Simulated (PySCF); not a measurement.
**Electron correlation in Sn²⁺ (tin, charge +2)**

[Kr] 4d10 5s1 6s1, high-spin 3S determinant (an excited configuration). Computed with PySCF 2.14 in x2c-TZVPPall with one added diffuse shell each of s, p, d, f type (9s7p5d3f, 76 functions), with the spin-free X2C one-electron Hamiltonian (Gaussian nucleus). Frozen: [Kr] 4d10; 2 electrons correlated.

Total MP2 correlation energy: -3.97 mhartree.

Same-spin part -3.97 and opposite-spin part 0.00 mhartree; SCS-MP2 scales them by 1/3 and 6/5 to -1.32 mhartree.
